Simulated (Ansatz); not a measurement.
```yaml
atoms:
  - { symbol: C, position_ang: [0.0000, 0.0000, 0.0000] }
  - { symbol: H, position_ang: [0.0000, 3.2000, 2.4000] }
  - { symbol: H, position_ang: [0.0000, -3.2000, 2.4000] }
```

Basis set: pcseg-2 (spherical functions). Charge 0, multiplicity 3.

Computed with Ansatz (development build ahead of 0.2.0); each method stands on the lowest determinant of its kind that the runs found. Restricted functionals stand beside restricted open-shell atoms, which can lie above the unrestricted atoms usual in DFT and then raise those values.

(1) Give the atomization energy at this shape (free ground-state atoms in the same class of orbitals less the molecule, no zero-point energy) of triplet CH2 in separate pieces by PBE (restricted open-shell), PBE0 (restricted open-shell).

Results:

(1)

```json
{"method": "PBE (restricted open-shell)", "atomization energy": "-154.0 kJ/mol"}
{"method": "PBE0 (restricted open-shell)", "atomization energy": "-242.7 kJ/mol"}
```

Caution: charge can spread falsely over distant fragments; other spin multiplicities may lie lower; stretched shape with no unrestricted run beside it, a lower state can exist; the molecule lies well above its atoms at this level; the shape is not the minimum.
